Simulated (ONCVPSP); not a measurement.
## Ranking ONCV potentials for K (Z = 19)

All share these settings but for the change named:

```json
{
  "Element": "K (Z = 19)",
  "Generator": "ONCVPSP 4.0.1",
  "Type": "optimised norm-conserving Vanderbilt (ONCV)",
  "Functional": "PBE",
  "Relativity": "fully relativistic",
  "Frozen core": "[Ne]",
  "Valence charge": "9",
  "Reference configuration": "3s2 3p6 4s0.75 4p0.25",
  "Partial waves": "3s+4s: rc 1.80 bohr, ncon 4, nbas 8, qcut 5.9 1/bohr, 2 projectors; 3p+4p: rc 2.30 bohr, ncon 3, nbas 6, qcut 6.1 1/bohr, 2 projectors; d scattering state at 0.33 Ha: rc 1.90 bohr, ncon 4, nbas 8, qcut 6 1/bohr, 2 projectors, debl 3 Ha",
  "Local potential": "polynomial inside 1.65 bohr (lpopt 1, dvloc0 4 Ha)",
  "Core correction": "none"
}
```

Open shells are filled in proportion to 2j + 1.

Test errors are all-electron minus pseudo excitation energies from the reference, over 3s2 3p6 4s1 4p0; 3s2 3p6 4s0 4p0; 3s2 3p6 4s0.5 4p0; 3s2 3p6 4s0 4p1. None of these files shows a bound ghost.

The base gives 0.0 meV.

Of 7 variants that were run, those that failed, showed a ghost or another fault, or gave nearly equal values are left out.

A variant can come out equal or close to the base, since the largest error may sit in a test that the change hardly touches while other tests move.

Problem. Rank these variants by their largest absolute test error, smallest first.
A. s: rc 1.78
B. s: rc 1.48; local potential polynomial inside 1.48 bohr (lpopt 1, dvloc0 4 Ha)
C. s: rc 2.34
D. s: rc 1.92
E. s: rc 2.14

Solution. D (0.0 meV), B (0.0 meV), A (0.0 meV), E (0.0 meV), C (0.0 meV).
